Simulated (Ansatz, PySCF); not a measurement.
C2H7ClSi3, SMILES Cl[Si@@H]1C=C[SiH2][SiH2]1. Atoms are numbered in the order given.

```xyz
13

Cl     2.3833     0.4487    -1.0253
Si     1.0477    -0.0055     0.5079
C      0.2523    -1.6683     0.1510
C     -1.0741    -1.8012    -0.0518
Si    -2.2815    -0.3465    -0.0027
Si    -0.8183     1.4159     0.5087
H      1.8463    -0.0524     1.7678
H      0.8912    -2.5614     0.0948
H     -1.4719    -2.8052    -0.2608
H     -2.9810    -0.2082    -1.3178
H     -3.3219    -0.5756     1.0482
H     -0.7330     2.4738    -0.5403
H     -1.0850     2.0237     1.8475
```

Geometry optimised at PBE0-D3(BJ)/def2-SVP. The structure was generated by enumeration; whether it is a known compound was not checked.

Vertical ionisation energy (IE) and electron affinity (EA) in eV. Rows of orbital energies are one-electron estimates. Where ΔSCF, EOM or ADC give a negative EA the extra electron is unbound and the value depends on the basis.

| level | IE | EA |
|---|---|---|
| −ε(HOMO), −ε(LUMO), CAM-B3LYP/def2-TZVP (PySCF) | 8.76 | 0.16 |
| −ε(HOMO), −ε(LUMO), PBE/def2-TZVP (PySCF) | (withheld) | (withheld) |
| ΔSCF, PBE0/def2-SVPD (Ansatz), final states of multiplicity 2 and 2 | 9.30 | -0.15 |
| ΔSCF, PBE/def2-SVPD (Ansatz), final states of multiplicity 2 and 2 | 8.99 | -0.02 |

Task: Fill in the missing entries. (The exact figures need the calculation; the answer reports its results.)

Result: 
- −ε(HOMO), −ε(LUMO), PBE/def2-TZVP (PySCF), IE: 6.47
- −ε(HOMO), −ε(LUMO), PBE/def2-TZVP (PySCF), EA: 2.29

Task: What vertical singlet–triplet gap does ΔSCF give with PBE0/def2-SVPD (Ansatz, a first-principles code) and with PBE/def2-SVPD (Ansatz)? (Estimate from the structure and the level; the computed values follow.)

Result: 3.92 and 4.03 eV (triplet above singlet where positive).
